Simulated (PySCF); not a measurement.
Problem. Give a GFN2-xTB geometry of `CNc1ccc(C=O)s1`.

Solution. 
```
atom  x, y, z in Å
C1    -2.5173    0.4037   -1.2666
N2    -1.9194   -0.4547   -0.2769
C3    -0.6223   -0.3142    0.0936
C4     0.0131   -0.9445    1.1465
C5     1.3695   -0.6380    1.2171
C6     1.8003    0.2279    0.2352
C7     3.1175    0.7436    0.0128
O8     4.0899    0.4884    0.6902
S9     0.4706    0.6792   -0.8104
H10   -1.8860    0.4101   -2.1560
H11   -3.4981    0.0140   -1.5301
H12   -2.6235    1.4361   -0.9141
H13   -2.5352   -0.8390    0.4236
H14   -0.4979   -1.6023    1.8264
H15    2.0437   -1.0268    1.9589
H16    3.1877    1.4254   -0.8591
```

Any rigid rotation of these coordinates is as good. Atoms count from 1 in this order. The C–N distances run from 1.356 Å (N2–C3, drawn single) to 1.440 Å (C1–N2, drawn single), a spread of 0.084 Å. Of the pairs four or more bonds apart, S9···H10 is among the closest relative to their van der Waals radii: 2.73 Å, 91 % of the sum of Bondi's values. The 5-membered ring C3–C4–C5–C6–S9 has internal angles of 91.1° to 114.0° (sum 540°, against 540° for a flat polygon); it is planar, 0.00 Å rms from its mean plane, widest ring torsion 0°. The 4 C–C bonds span 1.378 Å (C5–C6, aromatic) to 1.432 Å (C6–C7, drawn single), a spread of 0.054 Å.

Bonds between heavy atoms (Å): C1–N2 1.440, N2–C3 1.356, C3–C4 1.382, C4–C5 1.392, C5–C6 1.378, C6–C7 1.432, C7=O8 1.212, C6–S9 1.751, C3–S9 1.732.

Computed geometry: GFN2-xTB, gas phase.

No GFN2-xTB frequencies stand behind this structure, so it isn't proved a minimum. The numbers are those of one conformer (C1–N2–C3–C4 171°, C5–C6–C7–O8 0°).
